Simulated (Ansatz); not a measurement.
Frontier orbitals of BF₂HSe (`FB(F)[SeH]`).

Charge 0, multiplicity 1. Correlated methods include outer-core shells of Se, which these sets cover unevenly. Scalar relativity is left out up to krypton. Geometry: relaxed with PBE0-D4/def2-TZVP. It is one conformer, not always the lowest. Basis def2-TZVPP, the Gaussian-basis code of Ansatz.

```csv
functional,HOMO (eV),LUMO (eV),gap (eV)
LDA (SPW92),-6.86,-1.32,5.54
PBE,-6.68,-1.01,5.67
revPBE,-6.62,-0.92,5.70
PBE0,-7.87,-0.10,7.77
B3LYP,-7.62,-0.40,7.22
LC-ωPBE,-10.52,2.16,12.68
ωB97M-V,-10.01,1.68,11.69
HF,-10.48,2.87,13.35
```

Against PBE, PBE0 changes HOMO and LUMO by −1.19 and +0.91 eV, ωB97M-V by −3.33 and +2.69 eV. A gap of 5.68 eV thus becomes 11.70 eV for the same molecule, so an orbital gap means little without its functional. A positive LUMO is unbound and depends on the basis.

B3LYP here is the variant with VWN-RPA as its local correlation; programs differ in this. LC-ωPBE has ω = 0.4 bohr⁻¹.
